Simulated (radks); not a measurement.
Excited configurations of Li2+: one electron is placed in a higher orbital outside the bare nucleus. The ground configuration is 1s1. Method: non-relativistic Kohn-Sham, PBEsol, spin-unpolarised, spherical densities, point nucleus; without spin polarisation the odd electron is poorly described; computed with a radial shooting solver on a logarithmic mesh with Libxc functionals. Excitation = E - E(ground); binding = E(ion) - E, where the ion is the core of charge +3; n* = 3/sqrt(2 binding) in atomic units, and the quantum defect is n - n*.

outer orbital  excitation (eV)  binding (eV)     n*  quantum defect  <r> (bohr)
2s                      87.084        30.180  2.014          -0.014       2.003
3d                      103.98        13.285  3.036          -0.036       3.563
4s                      109.46         7.804  3.961           0.039       7.892
5f                      112.27         4.992  4.953           0.047       10.43
6p                      113.73         3.538  5.883           0.117       17.32
7f                      114.65         2.612  6.847           0.153       22.06

The Delta-SCF ionisation energy is 117.26 eV (NIST Atomic Spectra Database: 122.45 eV, theoretical). Self-interaction in the functional shifts the binding energies and quantum defects, so they are the method's values and not measured ones. Spin polarisation and multiplet splitting are left out, so open shells lie too high by an amount that depends on their filling.
